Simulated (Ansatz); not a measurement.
# Redistribution: C2H2FI + CH2I2 → C2HFI2 + CH3I

Species: C2H2FI `F/C=C/I`, singlet; CH2I2 (diiodomethane) `ICI`, singlet; C2HFI2 `F/C(I)=C\I`, singlet; CH3I (methyl iodide) `CI`, singlet. The partners trade H for I; both sit on C, so the bond types are kept.

Shapes, held fixed at every level: PBE0-D4/def2-TZVP. Programs: Ansatz 0.2.0. The zero-point and thermal change to 298 K, harmonic and unscaled (PBE0-D4/def2-TZVP), is -0.8 kJ/mol.

```csv
level,kind,ΔH(298 K) (kJ/mol),less CCSD(T)/def2-TZVPP
HF/def2-SVP,Hartree–Fock,-3.8,+7.7
SPW92/def2-TZVPP,LDA,-20.2,-8.7
PBE0-D4/def2-TZVPP,global hybrid,-14.9,-3.4
wB97M-V/def2-TZVPP,range-separated hybrid,-12.5,-1.0
MP2/def2-SVP,perturbation theory,-15.1,-3.6
CCSD/def2-SVP,coupled cluster or CI,-11.1,+0.4
CCSD(T)/def2-TZVPP,coupled cluster or CI,-11.5,0.0
```

The highest level, CCSD(T)/def2-TZVPP, gives ΔH(298 K) = -11.5 kJ/mol; the levels span -20.2 to -3.8. The column of differences is taken from that level and isn't an error. No measured value is set beside it here. For atoms past krypton def2 sets carry core potentials with scalar relativity. Outer-core shells of I are correlated in most correlated rows, in sets that cover them unevenly.
